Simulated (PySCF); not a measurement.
In(OH) (HInO), SMILES [OH][In] (connectivity only; charge and spin as stated), neutral, multiplicity 1.

Geometry: B3LYP-D3(BJ)/def2-TZVP. The geometry has at least one imaginary mode, so it is a saddle point at that level. The def2 effective core potentials stand for the cores of In; spin–orbit coupling is left out.

All values below come from B3LYP/def2-TZVPD (PySCF).

- total energy: -266.10694 hartree
- point group: C∞v
- highest occupied level: -7.41 eV
- lowest empty level: -1.46 eV
- orbital gap: 5.95 eV
- dipole moment: 1.28 D
- quadrupole, principal values (traceless, Buckingham form, about the centre of nuclear charge): -1.06, 0.53, 0.53 D·Å
- mean static polarisability: 47.5 bohr³ (7.04 Å³)
- polarisability, principal values: 42.8, 42.8, 56.8 bohr³
